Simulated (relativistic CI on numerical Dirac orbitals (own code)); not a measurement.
## Calculated levels, W¹⁸⁺

Computed by Dirac-Coulomb-Breit CI, KLI orbitals optimised for each configuration, model QED (radiative potential, 1s self-energy scaled to tabulated hydrogen-like ionisation energies), unscaled Slater integrals (own radial code, finite nucleus).

Configurations in the expansion (outside the closed core [Ar] 3d10): 4s2.4p6.4d10.4f10, 4s2.4p6.4d10.4f9.5s, 4s2.4p6.4d10.4f8.5s.5p, 4s2.4p6.4d10.4f9.5p, 4s2.4p6.4d9.4f11, 4s2.4p6.4d10.4f9.6s, 4s2.4p6.4d10.4f9.5f, 4s2.4p5.4d10.4f11, 4s2.4p6.4d10.4f9.7s, 4p6.4d10.4f12, 4p6.4d9.4f13, 4p5.4d10.4f13. Double excitations out of closed p, d and f shells are left out; levels of such configurations are missing from the list, as are those of other unlisted configurations, and high levels can miss mixing partners.

The lowest level is 4s2.4p6.4d10.4f10 5I_8, with 88 % of that term; Hund's rules for 4s2.4p6.4d10.4f10 give 5I with J = 8, in agreement.

| No. | Configuration | Term | J | E (cm⁻¹) | % | Next component (%) | jj configuration (%) |
| --- | --- | --- | --- | --- | --- | --- | --- |
| 1 | 4s2.4p6.4d10.4f10 | 5I | 8 | 0.0 | 88 | 12 3K | 4f7/2^4 (67) |
| 2 | 4s2.4p6.4d10.4f10 | 5I | 7 | 14914.5 | 95 | 5 3K | 4f5/2^5 4f7/2^5 (81) |
| 3 | 4s2.4p6.4d10.4f10 | 5I | 6 | 23776.5 | 87 | 10 3H | 4f5/2^4 4f7/2^6 (51) |
| 4 | 4s2.4p6.4d10.4f10 | 5I | 5 | 28393.9 | 50 | 17 3G | 4f7/2^4 (48) |
| 5 | 4s2.4p6.4d10.4f10 | 5F | 5 | 34214.4 | 48 | 33 5I | 4f5/2^5 4f7/2^5 (51) |
| 6 | 4s2.4p6.4d10.4f10 | 5I | 4 | 35099.0 | 76 | 19 3H | 4f5/2^5 4f7/2^5 (35) |
| 7 | 4s2.4p6.4d10.4f10 | 5S | 2 | 37752.8 | 28 | 23 3P | 4f7/2^4 (80) |
| 8 | 4s2.4p6.4d10.4f10 | 3K | 8 | 41424.0 | 60 | 14 1L | 4f5/2^5 4f7/2^5 (49) |
| 9 | 4s2.4p6.4d10.4f10 | 5F | 4 | 42390.0 | 83 | 13 3F | 4f5/2^5 4f7/2^5 (45) |
| 10 | 4s2.4p6.4d10.4f10 | 5S | 2 | 47487.2 | 48 | 25 5F | 4f5/2^5 4f7/2^5 (59) |
| 11 | 4s2.4p6.4d10.4f10 | 5F | 3 | 48027.1 | 80 | 12 3D | 4f5/2^5 4f7/2^5 (77) |
| 12 | 4s2.4p6.4d10.4f10 | 5G | 6 | 48232.9 | 62 | 30 3H | 4f7/2^4 (44) |
| 13 | 4s2.4p6.4d10.4f10 | 5F | 1 | 50631.3 | 59 | 35 3D | 4f5/2^5 4f7/2^5 (81) |
| 14 | 4s2.4p6.4d10.4f10 | 5F | 5 | 52081.3 | 33 | 31 3G | 4f5/2^5 4f7/2^5 (53) |
| 15 | 4s2.4p6.4d10.4f10 | 3K | 7 | 54607.7 | 76 | 13 3L | 4f5/2^5 4f7/2^5 (57) |
| 16 | 4s2.4p6.4d10.4f10 | 3G | 4 | 54945.7 | 40 | 36 5G | 4f5/2^5 4f7/2^5 (54) |
| 17 | 4s2.4p6.4d10.4f10 | 3L | 9 | 56874.8 | 88 | 12 3M | 4f5/2^5 4f7/2^5 (98) |
| 18 | 4s2.4p6.4d10.4f10 | 3H | 6 | 59796.7 | 59 | 32 5G | 4f5/2^5 4f7/2^5 (58) |
| 19 | 4s2.4p6.4d10.4f10 | 3F | 4 | 62176.6 | 35 | 21 1G | 4f7/2^4 (47) |
| 20 | 4s2.4p6.4d10.4f10 | 5F | 2 | 62197.5 | 39 | 24 3F | 4f5/2^4 4f7/2^6 (46) |
| 21 | 4s2.4p6.4d10.4f10 | 5G | 5 | 62991.4 | 63 | 21 3H | 4f5/2^5 4f7/2^5 (47) |
| 22 | 4s2.4p6.4d10.4f10 | 5G | 3 | 64571.7 | 46 | 24 3F | 4f5/2^5 4f7/2^5 (83) |
| 23 | 4s2.4p6.4d10.4f10 | 3K | 6 | 64673.0 | 81 | 8 1I | 4f5/2^4 4f7/2^6 (44) |
| 24 | 4s2.4p6.4d10.4f10 | 3M | 10 | 68054.3 | 96 | 4 1N | 4f5/2^5 4f7/2^5 (87) |
| 25 | 4s2.4p6.4d10.4f10 | 3F | 2 | 68420.1 | 24 | 21 5G | 4f5/2^4 4f7/2^6 (50) |
| 26 | 4s2.4p6.4d10.4f10 | 3D | 3 | 72171.6 | 55 | 21 5G | 4f5/2^4 4f7/2^6 (71) |
| 27 | 4s2.4p6.4d10.4f10 | 3L | 8 | 72316.2 | 56 | 21 3K | 4f5/2^4 4f7/2^6 (77) |
| 28 | 4s2.4p6.4d10.4f10 | 3P | 1 | 72939.3 | 65 | 24 5F | 4f5/2^4 4f7/2^6 (66) |
| 29 | 4s2.4p6.4d10.4f10 | 1L | 8 | 74379.7 | 56 | 22 3L | 4f5/2^4 4f7/2^6 (61) |
| 30 | 4s2.4p6.4d10.4f10 | 3F | 3 | 75406.3 | 52 | 34 3G | 4f5/2^4 4f7/2^6 (50) |

Energies count from the lowest computed level. Filled j subshells are mostly left out of the jj labels.

The mean weight of the leading LS term, summed over parents, in these 30 levels is 61 %, and that of the leading jj configuration (from the same eigenvectors) 61 %.

At this charge transitions that keep the count of f electrons are usually good to a few per cent. Terms inside the open d or f shell come out 10 to 20 % too wide with unscaled integrals. Levels that differ in their count of f electrons can be misplaced by several ten thousand cm⁻¹, since the correlation energy of f electrons is missing or only estimated; rates across such gaps can be off by orders of magnitude.

LS names give the leading component of a level, which can be under half, so a name can repeat, a term be missing and a line seem to break the LS rules.
